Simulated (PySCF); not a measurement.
BH₃Se₃, SMILES [SeH]B([SeH])[SeH].

Geometry: B3LYP-D3(BJ)/def2-SVP. The values are those of a single conformer.

Two levels are set side by side: PBE/def2-TZVP (PySCF) and HF/def2-TZVP (PySCF). Same geometry, gas phase. Differences are taken from unrounded values.

| quantity | HF | PBE | PBE minus HF |
|---|---|---|---|
| orbital gap (eV) | 11.69 | 4.10 | -7.59 |
| highest occupied level (eV) | -9.57 | -6.01 | 3.56 |
| lowest empty level (eV) | 2.12 | -1.91 | -4.03 |
| dipole moment (D) | 1.34 | 1.08 | -0.26 |
| mean polarisability (bohr³) | 89.3 | 98.2 | 8.9 |

Without exact exchange PBE keeps part of each electron's self-repulsion, which lifts occupied levels and narrows the gap. PBE's more diffuse valence density responds more strongly to a field. Differences between two approximate levels are no errors against the true value.

Rough cost on one machine, each run with all the roots and properties that it gave: HF against PBE about 1/2.
